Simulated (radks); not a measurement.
Charge is removed step by step from the 4p down level of the palladium ion Pd+, starting from [Ar] 3d10 4s2 4p(up 3, down 3) 4d9. Method: scalar-relativistic Kohn-Sham, LDA (Slater exchange, Perdew-Wang correlation), spin-polarised, spherical densities, point nucleus; open shells are filled with parallel spins first (spin-orbit coupling, left out, can overturn this in heavy ions); computed with a radial shooting solver on a logarithmic mesh with Libxc functionals.

| removed (e) | E - E(0) (eV) | eigenvalue (eV) | E minus straight line (eV) |
|---|---|---|---|
| 0 | 0.000 | -62.288 | 0.000 |
| 0.25 | 15.987 | -65.698 | -1.337 |
| 0.5 | 32.843 | -69.247 | -1.804 |
| 0.75 | 50.603 | -72.920 | -1.368 |
| 1 | 69.294 | -76.704 | 0.000 |

Removing the whole electron costs 69.294 eV by Delta-SCF, against 62.288 eV from minus the eigenvalue at the starting occupation. Slater's transition state (half an electron removed) gives 69.247 eV. Integrating minus the eigenvalue over the occupation (Janak's theorem) gives 69.330 eV. In this scalar-relativistic scheme the density is built from large components alone, so the theorem holds only approximately. The mean slope of the eigenvalue, de/dn, is 14.4 eV per electron.
